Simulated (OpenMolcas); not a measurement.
**Pd4+: effect of the active space**

```json
{
  "Program": "OpenMolcas",
  "Method": "CASSCF or its RAS form",
  "Basis": "ANO-RCC-VQZP",
  "Scalar Hamiltonian": "DKH2, point nucleus",
  "Spin-orbit coupling": "RASSI with atomic mean-field integrals over the reference wave functions, term energies averaged over their components"
}
```

A. 6 electrons in 5 orbitals (4d); 2S+1 = 5 even, 5 roots; 2S+1 = 3 even, 45 roots; 2S+1 = 1 even, 50 roots; cost roughly 30 core-seconds
B. 12 electrons in 8 orbitals (RAS1 4p, at most 2 holes; RAS2 4d); 2S+1 = 5 even, 5 roots; 2S+1 = 3 even, 45 roots; 2S+1 = 1 even, 49 roots; cost of the order of 60 core-seconds
C. 6 electrons in 10 orbitals (4d 5d); 2S+1 = 5 even, 5 roots; 2S+1 = 3 even, 45 roots; 2S+1 = 1 even, 49 roots; cost roughly 4 core-minutes

Energies in cm-1 above 4d6 5D4.

```
     Level      A      B      C
   4d6 5D4    0.0    0.0    0.0
   4d6 5D3   1975   2006   1937
   4d6 5D2   3101   3079   3023
   4d6 5D1   3849   3812   3745
   4d6 5D0   4204   4153   4088
   4d6 3H6  22282  23672  22006
   4d6 3H5  22820  23973  22509
4d6 3P2(1)  23471  20790  23089
4d6 3F3(1)  26004  25008  25616
4d6 3F2(1)  26907  25752  26508
   4d6 3G5  28649  29078  28331
4d6 3P1(1)  29063  26543  28716
4d6 3P0(1)  29983  27044  29599
   4d6 3G4  30384  30410  30017
   4d6 3G3  30913  30896  30529
   4d6 1I6  34588  36576  34148
   4d6 3D2  35574  33894  35076
   4d6 3D1  35946  34359  35459
   4d6 3D3  36191  34704  35741
4d6 1G4(1)  37657  36549  37216
4d6 1D2(1)  44661  42257  44147
   4d6 1F3  49302  47663  48652
4d6 3P0(2)  55676  52144  54887
4d6 3P1(2)  57169  53546  56172
```

The spin-orbit steps hold different terms of 4d6 (B lacks a 1S; C lacks a 1S), which shifts levels as well.

Among A to C the level of the table that moves most is 4d6 3P1(2), by 3600 cm-1 (lowest in B, highest in A).

Without dynamic correlation excited terms often stand tens of per cent too high (terms of higher spin than the ground term too low), and those without a measured partner can miss by more than the paired ones. Active for correlation alone: 4p; no level in the range computed is led by a configuration that opens it, so any true level of that kind is missing (holds for B). Active for correlation alone: 5d; no level in the range computed is led by a configuration that fills it, so any true level of that kind is missing (holds for C). Only configurations of the active space appear. The table leaves out levels that lie high or whose names do not pair safely across all columns.

A number in round brackets counts repeated terms of one configuration in the order of the reference energies.
